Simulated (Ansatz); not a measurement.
Relaxation of C2H8Ge (11 atoms, charge 0, multiplicity 1), to a largest force component of 0.02 eV/Å in at most 40 steps.

Method: RHF/def2-SVP in Ansatz.

```xyz
11
Properties=species:S:1:pos:R:3:forces:R:3
Ge 0.000 0.000 0.000 -0.04 -0.14 0.10
H 0.000 0.000 1.550 -0.06 -0.11 -0.18
C 1.848 0.000 -0.653 0.45 -0.11 -0.07
H 2.196 -1.046 -0.781 -0.02 0.71 0.05
H 1.897 0.528 -1.628 0.11 -0.38 0.57
H 2.500 0.519 0.081 -0.26 -0.32 -0.56
C -0.923 1.599 -0.653 -0.33 0.38 -0.08
H -1.976 1.346 -0.897 0.61 0.36 0.13
H -0.905 2.384 0.132 -0.09 -0.36 -0.60
H -0.413 1.976 -1.564 -0.43 -0.14 0.53
H -0.730 -1.265 -0.516 0.07 0.11 0.11
```

Where does it end, and by what steps?

The forces met the threshold. After 7 steps the energy has fallen by 0.129 eV; H8 moved furthest, 0.58 Å.

```tsv
step	energy less start (eV)	largest force component (eV/Å)	accepted
0	0.0000	0.710	yes
1	-0.0677	0.261	yes
2	-0.0886	0.119	yes
3	-0.1173	0.061	yes
4	-0.1010	0.726	no
5	-0.1243	0.069	yes
6	-0.1260	0.211	yes
7	-0.1294	0.004	yes
```

```xyz
11
Properties=species:S:1:pos:R:3
Ge -0.028 -0.051 -0.122
H -0.181 -0.301 1.391
C 1.878 0.017 -0.589
H 2.376 -0.918 -0.327
H 2.003 0.182 -1.661
H 2.377 0.830 -0.058
C -0.927 1.628 -0.603
H -1.991 1.580 -0.368
H -0.494 2.467 -0.056
H -0.821 1.826 -1.672
H -0.698 -1.224 -0.864
```

Whether the end is a true minimum wasn't checked by a vibrational analysis.

Run time: 16 s on 1 thread of Arm Neoverse V2 (shared host), peak memory 0.2 GiB.
